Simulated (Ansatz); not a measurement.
Molecule: ScF3, charge 0, multiplicity 3. The spin state was set by rule; other spins were not relaxed. 
Structure (B3LYP-D3(BJ)/def2-TZVP (Ansatz, a program for electronic structure) minimum search):
```xyz
4

Sc     0.0000     0.0000     0.0000
F     -1.6838    -1.0213     0.0954
F      0.0085     1.8177    -0.7635
F      1.6753    -0.7965     0.6680
```
Charge 0, spin multiplicity 3.

Parts of the frozen-core correlation energy in 6-31G (Ansatz, hartree). Frozen orbitals: 12; correlated occupied orbitals by spin: 13 and 11; virtual: 31 and 33. Open shells are spin-unrestricted. No spin-orbit coupling. No relativistic terms.

```json
[
 {"term": "reference (HF)", "value": "-1058.03424"},
 {"term": "MP2 opposite-spin", "value": "-0.26573"},
 {"term": "MP2 same-spin", "value": "…"},
 {"term": "CCSD correlation", "value": "…"},
 {"term": "(T)", "value": "…"},
 {"term": "T1 diagnostic", "value": "0.048"},
 {"term": "largest doubles amplitude", "value": "0.039"},
 {"term": "<S^2> of the reference", "value": "2.003"}
]
```

**Question.** Complete the blanks.

**Answer.** 
- MP2 same-spin, value: -0.10189
- CCSD correlation, value: -0.37476
- (T), value: -0.00879
